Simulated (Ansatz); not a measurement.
An input meant for FeBr₃ (charge 0, sextet; atoms displaced at random, 0.08 Å in each coordinate).

```yaml
crystal:
  periodic: [false, false, false]
  atoms:
    - {symbol: Fe, position_ang: [0.007616, -0.038498, 0.090478]}
    - {symbol: Br, position_ang: [2.199557, 0.027998, -0.073529]}
    - {symbol: Br, position_ang: [-1.168372, 2.033644, 0.132471]}
    - {symbol: Br, position_ang: [-1.209678, -2.013104, -0.010587]}
basis:
  gaussian: {orbitals: 6-31G, fitting: {mean_field: def2-universal-jkfit}}
magnetization: {spin_polarized: true, initial_magnetization: 5}
hamiltonian: {xc: {name: wB97X}}
accuracy: high
smearing: {width: 0.1}
output: {forces: true}
```

```sh
$ ansatz run in.yaml --threads 4 --pin off --events-out ev --progress --plain --max-ram 4787MiB
```

Output, abridged:

```
Error: YAML parse error: error: line 13 column 1: unknown field `smearing`, expected one of crystal, accuracy, basis, kpoints, hamiltonian, magnetization, projection, total_charge, correlation, batch, efield, external_charges, scf, relax, neb, saddle, md, ramp, phonons, dielectric, real_time, elastic, magnetic_configurations, gw, evaluate, workflow, output, checkpoint, execution
11 | hamiltonian: {xc: {name: wB97X}}
12 | accuracy: high
13 | smearing: {width: 0.1}
14 | output: {forces: true}
```

(1) Something in this input is off. What?

Answers

(1) The input holds a key that doesn't belong there. The program refused the input.
